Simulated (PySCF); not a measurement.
O2Si, charge -1, quartet, at a GFN2-xTB geometry of the parent state (a state made from the parent by changing its charge; the spin is typed, not shown lowest) (a gas-phase anion, which may not be bound at this level); TPSS/6-311G** (PySCF).

The PySCF input:
```python
from pyscf import gto, scf, dft

mol = gto.M(
    atom='''
O    -1.386605    0.363772   -0.184258
Si   -0.025576   -0.272681    0.199690
O     1.431363    0.113419   -0.165199
''',
    basis='6-311g**',
    charge=-1,
    spin=3,
    verbose=4,
)

mf = dft.ROKS(mol)
mf.xc = 'tpss'
mf.kernel()
```

Question: Write the output that PySCF gives for this input, abridged.

Answer: 
```
PySCF version 2.14.0

[INPUT] verbose = 4
[INPUT] num. atoms = 3
[INPUT] num. electrons = 31
[INPUT] charge = -1
[INPUT] spin (= nelec alpha-beta = 2S) = 3
[INPUT] symmetry False subgroup None
[INPUT] Mole.unit = angstrom
[INPUT] Symbol           X                Y                Z      unit          X                Y                Z       unit  Magmom
[...]
nuclear repulsion = 88.4075903415609
number of shells = 28
number of NR pGTOs = 107
number of NR cGTOs = 62
basis = 6-311g**
ecp = {}

******** <class 'pyscf.dft.roks.ROKS'> ********
method = ROKS
initial guess = minao
damping factor = 0
level_shift factor = 0
DIIS = <class 'pyscf.scf.diis.CDIIS'>
diis_start_cycle = 1
diis_space = 8
diis_damp = 0
SCF conv_tol = 1e-09
SCF conv_tol_grad = None
SCF max_cycles = 50
direct_scf = True
direct_scf_tol = 1e-13
num. doubly occ = 14  num. singly occ = 3
XC library pyscf.dft.libxc version 7.1.2
    S. Lehtola, C. Steigemann, M. J. T. Oliveira, and M. A. L. Marques,  SoftwareX 7, 1–5 (2018)
XC functionals = tpss
    J. Tao, J. P. Perdew, V. N. Staroverov, and G. E. Scuseria,  Phys. Rev. Lett. 91, 146401 (2003)
    J. P. Perdew, J. Tao, V. N. Staroverov, and G. E. Scuseria,  J. Chem. Phys. 120, 6898 (2004)
    J. Tao, J. P. Perdew, V. N. Staroverov, and G. E. Scuseria,  Phys. Rev. Lett. 91, 146401 (2003)
    J. P. Perdew, J. Tao, V. N. Staroverov, and G. E. Scuseria,  J. Chem. Phys. 120, 6898 (2004)
radial grids:
    Treutler-Ahlrichs [JCP 102, 346 (1995); DOI:10.1063/1.469408] (M4) radial grids

becke partition: Becke, JCP 88, 2547 (1988); DOI:10.1063/1.454033
pruning grids: <function nwchem_prune>
grids dens level: 3
symmetrized grids: False
atomic radii adjust function: <function treutler_atomic_radii_adjust>
small_rho_cutoff = 0
Set gradient conv threshold to 3.16228e-05
tot grids = 47344
init E= -440.211091050898
[...]
cycle= 1 E= -439.703131870719  delta_E= 0.508  |g|= 0.975  |ddm|= 1.54
[...]
cycle= 2 E= -438.789957617603  delta_E= 0.913  |g|= 2.08  |ddm|=  1.8
[...]
cycle= 3 E= -439.899045460178  delta_E= -1.11  |g|= 0.197  |ddm|=  1.3
[...]
cycle= 4 E= -439.904707208241  delta_E= -0.00566  |g|= 0.0894  |ddm|= 0.752
[...]
cycle= 5 E= -439.911060058716  delta_E= -0.00635  |g|= 0.0534  |ddm|= 0.703
[...]
cycle= 6 E= -439.904150464582  delta_E= 0.00691  |g|= 0.103  |ddm|= 0.699
[...]
cycle= 7 E= -439.907073312457  delta_E= -0.00292  |g|= 0.0441  |ddm|= 0.0445
[...]
cycle= 8 E= -439.906995645774  delta_E= 7.77e-05  |g|= 0.0485  |ddm|= 0.0168
[...]
cycle= 9 E= -439.910836570607  delta_E= -0.00384  |g|= 0.0553  |ddm|= 0.699
[...]
cycle= 10 E= -439.910934912481  delta_E= -9.83e-05  |g|= 0.0536  |ddm|= 0.00437
[...]
cycle= 11 E= -439.910962603751  delta_E= -2.77e-05  |g|= 0.0533  |ddm|= 0.00448
[...]
cycle= 12 E= -439.910400493642  delta_E= 0.000562  |g|= 0.0623  |ddm|= 0.0193
[...]
cycle= 13 E= -439.911076357364  delta_E= -0.000676  |g|= 0.0521  |ddm|= 0.0293
[...]
cycle= 14 E= -439.911110104452  delta_E= -3.37e-05  |g|= 0.0485  |ddm|= 0.0734
[...]
cycle= 15 E= -439.908692671577  delta_E= 0.00242  |g|= 0.0391  |ddm|= 0.602
[...]
cycle= 16 E= -439.907489214436  delta_E= 0.0012  |g|= 0.0495  |ddm|= 0.16
[...]
cycle= 17 E= -439.907414781721  delta_E= 7.44e-05  |g|= 0.0507  |ddm|= 0.00496
[...]
cycle= 18 E= -439.907306194842  delta_E= 0.000109  |g|= 0.0515  |ddm|= 0.0176
[...]
cycle= 19 E= -439.906983462985  delta_E= 0.000323  |g|= 0.0547  |ddm|= 0.0383
[...]
cycle= 20 E= -439.906905858097  delta_E= 7.76e-05  |g|= 0.0537  |ddm|= 0.0332
[...]
cycle= 21 E= -439.907795990805  delta_E= -0.00089  |g|= 0.0365  |ddm|= 0.0469
[...]
cycle= 22 E= -439.910774677652  delta_E= -0.00298  |g|= 0.0542  |ddm|= 0.614
[...]
cycle= 23 E= -439.910529933348  delta_E= 0.000245  |g|= 0.0604  |ddm|= 0.131
[...]
cycle= 24 E= -439.910440248899  delta_E= 8.97e-05  |g|= 0.0604  |ddm|= 0.125
[...]
cycle= 25 E= -439.907108970855  delta_E= 0.00333  |g|= 0.0427  |ddm|= 0.693
[...]
cycle= 26 E= -439.907451781792  delta_E= -0.000343  |g|= 0.0481  |ddm|= 0.229
[...]
cycle= 27 E= -439.907392965195  delta_E= 5.88e-05  |g|= 0.0511  |ddm|= 0.0214
[...]
cycle= 28 E= -439.906626296475  delta_E= 0.000767  |g|= 0.0589  |ddm|= 0.0909
[...]
cycle= 29 E= -439.906464706725  delta_E= 0.000162  |g|= 0.0554  |ddm|= 0.194
[...]
cycle= 30 E= -439.907742082307  delta_E= -0.00128  |g|= 0.0545  |ddm|= 0.378
[...]
cycle= 31 E= -439.911113449099  delta_E= -0.00337  |g|= 0.0474  |ddm|= 0.655
[...]
cycle= 32 E= -439.911346952878  delta_E= -0.000234  |g|= 0.0398  |ddm|= 0.0513
[...]
cycle= 33 E= -439.911166167155  delta_E= 0.000181  |g|= 0.0416  |ddm|= 0.0304
[...]
cycle= 34 E= -439.911532047713  delta_E= -0.000366  |g|= 0.0368  |ddm|= 0.318
[...]
cycle= 35 E= -439.911691064802  delta_E= -0.000159  |g|= 0.032  |ddm|= 0.22
[...]
cycle= 36 E= -439.910357804834  delta_E= 0.00133  |g|= 0.0458  |ddm|= 0.196
[...]
cycle= 37 E= -439.908095894207  delta_E= 0.00226  |g|= 0.0566  |ddm|= 0.287
[...]
cycle= 38 E= -439.906980528855  delta_E= 0.00112  |g|= 0.0529  |ddm|= 0.589
[...]
cycle= 39 E= -439.907256666389  delta_E= -0.000276  |g|= 0.0501  |ddm|= 0.0321
[...]
cycle= 40 E= -439.906283022531  delta_E= 0.000974  |g|= 0.0653  |ddm|= 0.0335
[...]
cycle= 41 E= -439.907211697922  delta_E= -0.000929  |g|= 0.0505  |ddm|= 0.0367
[...]
cycle= 42 E= -439.907978153479  delta_E= -0.000766  |g|= 0.0365  |ddm|= 0.0459
[...]
cycle= 43 E= -439.907302885925  delta_E= 0.000675  |g|= 0.0445  |ddm|= 0.0854
[...]
cycle= 44 E= -439.911082135861  delta_E= -0.00378  |g|= 0.0458  |ddm|= 0.688
[...]
cycle= 45 E= -439.91027754769  delta_E= 0.000805  |g|= 0.0577  |ddm|= 0.0823
[...]
cycle= 46 E= -439.908864993879  delta_E= 0.00141  |g|= 0.0638  |ddm|= 0.229
[...]
cycle= 47 E= -439.908313100725  delta_E= 0.000552  |g|= 0.0658  |ddm|= 0.0757
[...]
cycle= 48 E= -439.907880144762  delta_E= 0.000433  |g|= 0.067  |ddm|= 0.0568
[...]
cycle= 49 E= -439.908709589724  delta_E= -0.000829  |g|= 0.0641  |ddm|= 0.104
[...]
cycle= 50 E= -439.906069690444  delta_E= 0.00264  |g|= 0.0652  |ddm|= 0.477
SCF not converged.
SCF energy = -439.906069690444
```

The run did not converge; its last values are not results.
